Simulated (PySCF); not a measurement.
Species: `C=CO[SiH2]CC(=O)OC`. The columns A, B, C and D hold Mulliken, IAO, Hirshfeld and ESP-fitted charges (e) of one PBE0/pcSseg-1 density (PySCF), in a shuffled order. Coordinates in Å (GFN2-xTB); the density's dipole moment is (-0.69, 1.35, 1.18) D.

```csv
atom,x,y,z,A,B,C,D
C1,-3.893,-0.293,0.271,-0.409,-0.289,-0.559,-0.144
C2,-3.312,0.179,-0.816,+0.076,+0.151,+0.054,+0.036
O3,-1.989,0.318,-1.012,-0.585,-0.590,-0.317,-0.193
Si4,-0.708,-0.061,-0.086,+1.025,+0.833,+0.808,+0.412
C5,0.729,0.538,-1.178,-0.599,-0.466,-0.945,-0.167
C6,1.964,0.088,-0.494,+0.516,+0.356,+0.926,+0.204
O7,2.588,-0.911,-0.742,-0.473,-0.407,-0.573,-0.266
O8,2.282,0.913,0.523,-0.353,-0.467,-0.362,-0.103
C9,3.402,0.532,1.307,-0.214,-0.028,-0.237,-0.038
H10,-4.962,-0.365,0.336,+0.166,+0.127,+0.210,+0.051
H11,-3.315,-0.617,1.117,+0.147,+0.132,+0.200,+0.042
H12,-3.881,0.507,-1.679,+0.158,+0.104,+0.146,+0.055
H13,-0.716,0.668,1.185,-0.142,-0.085,-0.141,-0.079
H14,-0.640,-1.502,0.162,-0.139,-0.081,-0.134,-0.074
H15,0.716,1.622,-1.250,+0.179,+0.173,+0.250,+0.055
H16,0.682,0.101,-2.172,+0.182,+0.175,+0.259,+0.059
H17,3.274,-0.487,1.678,+0.151,+0.117,+0.126,+0.046
H18,4.316,0.574,0.710,+0.151,+0.119,+0.135,+0.048
H19,3.453,1.238,2.131,+0.162,+0.126,+0.151,+0.055
```

Q: Which column most likely holds the ESP-fitted charges?

A: C. Σ q r misses the density's dipole by 0.04 D (C), 0.42 D (D), 1.43 D (A), 2.38 D (B). Charges fitted to the outside potential are the only set here that is tied to the molecule's multipoles.

Q: And the Hirshfeld charges?

A: D. The mean sizes are 0.112 e (D), 0.254 e (B), 0.307 e (A), 0.344 e (C), and Hirshfeld charges are commonly the smallest of these schemes.

As computed, A = IAO, B = Mulliken, C = ESP-fitted, D = Hirshfeld. Hydrogens on carbon: IAO +0.15 to +0.18, Mulliken +0.10 to +0.18, ESP-fitted +0.13 to +0.26, Hirshfeld +0.04 to +0.06 e.

The ESP scheme is a least-squares fit of atom-centred charges to the potential on four shells outside the van der Waals surface, with the total charge fixed. The Hirshfeld scheme weights the molecular density at each point by an atom's share of the summed free-atom densities.

Isolated species at its GFN2-xTB geometry (one conformer only).
